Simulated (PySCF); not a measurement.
## Where the electron goes

Species: trimethylsilane, C3H10Si.
Numbering: `[CH3:1][SiH:2]([CH3:3])[CH3:4]` (hydrogens: H5, H6, H7 on C1; H8 on Si2; H9, H10, H11 on C3; H12, H13, H14 on C4)

Structure used (GFN2-xTB), in Å, numbered top down from 1:
```xyz
14
C3H10Si angstrom
C      0.179    1.717   -0.512
Si    -0.122    0.125    0.487
C     -1.556   -0.857   -0.289
C      1.456   -0.941    0.480
H     -0.704    2.350   -0.519
H      0.433    1.500   -1.546
H      0.994    2.298   -0.090
H     -0.465    0.478    1.878
H     -1.752   -1.771    0.262
H     -1.340   -1.135   -1.317
H     -2.474   -0.276   -0.295
H      1.745   -1.221   -0.530
H      2.292   -0.410    0.924
H      1.314   -1.858    1.044
```

Level of theory: TDDFT CAM-B3LYP/def2-SVPD, vertical, gas phase, core orbitals frozen in the response (PySCF).

Kohn–Sham orbitals with the atoms that hold most of them (Löwdin shares over 4%, at most four atoms; ? is withheld):

```csv
orbital,ε (eV),atoms
LUMO+2,1.92,"C1 21%, Si2 10%, H5 9%, H7 8%"
LUMO+1,1.92,"C3 16%, C4 16%, Si2 10%, H11 9%"
LUMO,1.29,?
HOMO,-9.91,"C4 31%, C3 22%, Si2 21%, H13 5%"
HOMO-1,-9.91,"C1 34%, Si2 21%, C3 16%, C4 7%"
HOMO-2,-10.22,"H8 31%, Si2 31%, C3 9%, C4 9%"
HOMO-3,-12.18,"C4 18%, C3 18%, C1 18%, H14 7%"
```

**Question.** Give the leading atoms of the LUMO.

**Answer.** Si2 (bonded to 3 C and H) 23%; C3 (bonded to Si and 3 H) 11%; C1 (bonded to Si and 3 H) 11%; C4 (bonded to Si and 3 H) 11%. By element: carbon 33%, silicon 23%.

Within 0.005 eV of a neighbour in this list lie HOMO-1/HOMO and LUMO+1/LUMO+2 (point group found: C3v); within a degenerate set the shares of single atoms can hang on how the components are chosen.

**Question.** The HOMO–LUMO gap is 11.19 eV. Where does the response calculation put the lowest singlet, and from which orbitals?

**Answer.** S1 is at 8.22 eV (f = 0.087), 2.97 eV below the gap, made of HOMO-1/HOMO→LUMO (≥85%). S1/S2 lie within about 0.01 eV of each other. Without the coupling terms of the response equations the lowest excitation would equal the gap.

Next come S2 at 8.22 eV (f 0.088), HOMO-1/HOMO→LUMO (≥85%); S3 at 8.64 eV (f 0.0001), HOMO-2→LUMO (73%), HOMO-1/HOMO→LUMO+1/LUMO+2 (≥22%); S4 at 8.85 eV (f 0.0000), HOMO-1/HOMO→LUMO+1/LUMO+2 (≥82%); S5 at 8.89 eV (f 0.058), HOMO-1/HOMO→LUMO+1/LUMO+2 (≥69%), HOMO-2→LUMO (18%).

Orbitals of the list HOMO-3 to LUMO+2 that lie within 0.01 eV of each other are written together with a slash and their weights summed (≥ marks a lower bound); for degenerate orbitals outside that list single weights are arbitrary.

Löwdin shares depend on the basis, the more so with diffuse functions.
